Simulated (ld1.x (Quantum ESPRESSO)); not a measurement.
# W (Z = 74): one change to a TM potential, before and after

* Element: tungsten (W)
* Generator: ld1.x (Quantum ESPRESSO) 7.5
* Type: norm-conserving Troullier–Martins (Kleinman–Bylander form)
* Functional: PBEsol
* Relativity: scalar-relativistic
* Frozen core: [Kr] 4d10 4f14 5s2
* Valence charge: 12
* Reference configuration: 5p6 5d4 6s2 6p0
* Partial waves: 6s (bound): rc 2.00 bohr; 5p (bound): rc 1.80 bohr; 5d (bound): rc 1.55 bohr
* Local potential: all-electron potential smoothed inside 1.55 bohr (lloc = -1)
* Core correction: a·sin(br)/r model core, default radius (core density twice the valence density)

Change: wave 6s (bound): rc 2.00 bohr becomes 6s (bound): rc 2.90 bohr.

Cutoffs: the cutoffs (Ry, on a coarse ladder) from which the occupation-weighted sum of valence levels, in a spherical-Bessel basis at the reference potential, stays within 10 and 1 mRy of its value at 400 Ry; they do not see the model core or the augmentation charge, which bear on the density cutoff. Errors are all-electron minus pseudo energies relative to the spin-unpolarised reference configuration.

**Question.** What does the change do?

**Answer.** The potential gets softer (40 Ry and 70 Ry → 40 Ry and 55 Ry); both files keep a bound ghost (s); of the 7 tests that both files solve, the error grows in 4 and shrinks in 1 by more than 15 % and 0.3 meV (median size 5.3 → 8.1 meV). A larger radius leaves more room for a smooth pseudo-wave, so fewer plane waves are needed.

```tsv
quantity	base	changed
cutoff, loose	40 Ry	40 Ry
cutoff, tight	70 Ry	55 Ry
loose cutoff by channel (10 mRy a level)	s 18 Ry, p 21 Ry, d 25 Ry	s 6 Ry, p 21 Ry, d 25 Ry
bound ghosts	s	s
error for 5p6 5d4 6s1 6p0, meV [ΔE 8.92 eV]	-5.3	-8.1
error for 5p6 5d4 6s0 6p0, meV [ΔE 24.62 eV]	-23	-40
error for 5p6 5d3 6s0 6p0, meV [ΔE 50.02 eV]	-22	-21
error for 5p6 5d3 6s2 6p0, meV [ΔE 8.87 eV]	+4.6	+4.5
error for 5p6 5d4.5 6s1.5 6p0, meV [ΔE 0.70 eV]	-4.7	-6.7
error for 5p6 5d4 6s1.5 6p0, meV [ΔE 3.65 eV]	-1.8	-2.3
error for 5p6 5d2 6s0 6p0, meV [ΔE 87.25 eV]	-75	-43
```

 A true bound ghost makes a file unfit for plane-wave use even where its test errors are small: the radial tests pick states by their node count and pass the ghost by.
